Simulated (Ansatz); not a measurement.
Input file for Ansatz (an electronic-structure program): R-r2SCAN/def2-TZVPPD on AlH3 (SMILES [AlH3]) with ghost functions, monomers drawn apart or pushed together. Files ending in .json are basis or fitting sets from the Basis Set Exchange.

Ansatz 0.2 input:
```yaml
crystal:
  periodic: [false, false, false]
  atoms:
    - {symbol: Al, position_ang: [0.07526809, -0.21232265, 0.65208523]}
    - {symbol: H, position_ang: [-1.44492903, -0.37966063, 0.19925407]}
    - {symbol: H, position_ang: [0.73711429, 1.20981120, 0.36304700]}
    - {symbol: H, position_ang: [1.01513339, -1.50009040, 0.62713314]}
basis:
  gaussian:
    orbitals: def2-TZVPPD.json
    ghost_atoms:
      - {symbol: C, position_ang: [0.44081096, -0.99644242, 3.38160787]}
      - {symbol: O, position_ang: [-0.13641885, -0.10391275, 2.42160634]}
      - {symbol: C, position_ang: [-0.93780780, 0.93849299, 2.98968494]}
      - {symbol: H, position_ang: [-0.35269808, -1.48832379, 3.94751676]}
      - {symbol: H, position_ang: [1.09164000, -0.43706429, 4.05642439]}
      - {symbol: H, position_ang: [1.01571885, -1.72845419, 2.82319955]}
      - {symbol: H, position_ang: [-1.77097894, 0.50095054, 3.54236114]}
      - {symbol: H, position_ang: [-1.31403863, 1.54019708, 2.16723765]}
      - {symbol: H, position_ang: [-0.32492553, 1.55350158, 3.65090393]}
hamiltonian:
  xc: {name: r2SCAN}
scf: {lower_state_search: off}
```

It printed:

```
WARN ansatz: RAYON_NUM_THREADS=1 ignored (pool sized by the plan → 1); use --threads N
Functional definition: r2SCAN
these checks for a lower state are left out or cut short: stability, starts, cluster_reference, orbital_swaps, neighbouring_geometries, increment
integrals: 0.27 GiB planned
1284 factors; their error is unknown
mean field: 2.04 GiB planned
mean field evaluation 1: about -6643.2722 eV, gradient 1.4e1 eV
mean field evaluation 2: about -6643.8336 eV, gradient 6.9e0 eV
mean field evaluation 4: about -6643.9977 eV, gradient 8.5e-2 eV
mean field evaluation 8: about -6643.9923 eV, gradient 1.6e-3 eV
mean field -6643.99234090 eV, -244.1622150682 hartree, gradient 3.4e-6 eV, S^2 0.000000; 0 other end points of the search recorded, 0 dependent functions left out
reference -6643.99235597 eV, -244.1622156221 hartree; 8, 8 occupied and 307, 307 virtual orbitals, 1284 factors
Total energy: -6643.99235597 eV, -244.1622156221 hartree
Checks for a lower state left out: stability, starts, cluster_reference, orbital_swaps, neighbouring_geometries, increment
```

Self-consistency was reached.

Cost: roughly 4 core-seconds.
